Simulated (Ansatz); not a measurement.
Reaction (isomerisation): `NCO[SiH2]N` → `NC(O)N[SiH3]`

Calculated with Ansatz (gas phase, PBE0-D4/def2-TZVP geometries, no zero-point term in ΔE). CBS: MP2 limit from def2 TZ/QZ plus the TZ coupled-cluster correction, frozen cores. Functionals use def2-TZVPP. Each species was taken in one conformer, which may not be the lowest.

Is it downhill or uphill in electronic energy at CCSD(T)/CBS, and by how much? (An estimate is asked.)

Ansatz gave: Uphill: ΔE = +143.6 kJ/mol.

What do these levels give: ωB97X-V, B2PLYP, PBE, MP2/def2-SVP, HF/def2-TZVPP, SCS-MP2/def2-TZVPP? (An estimate is asked.)

Ansatz gave: ωB97X-V 138.6, B2PLYP 147.5, PBE 134.1, MP2/def2-SVP 118.4, HF/def2-TZVPP 153.2, SCS-MP2/def2-TZVPP 144.9 kJ/mol.

Largest T1 diagnostic among the species: 0.011.

In def2-TZVPP, CCSD(T) changes the Hartree–Fock value by −13.5 kJ/mol (the triples alone add −2.4 kJ/mol) and MP2 by −8.6 kJ/mol. Leaving LDA and LC-ωPBE aside and taking each functional with its dispersion term where it has one, the values, not all of them listed here, spread over 20.3 kJ/mol, from revPBE-D4 to BHLYP-D4. LDA lies −8.1 kJ/mol from PBE without D4.
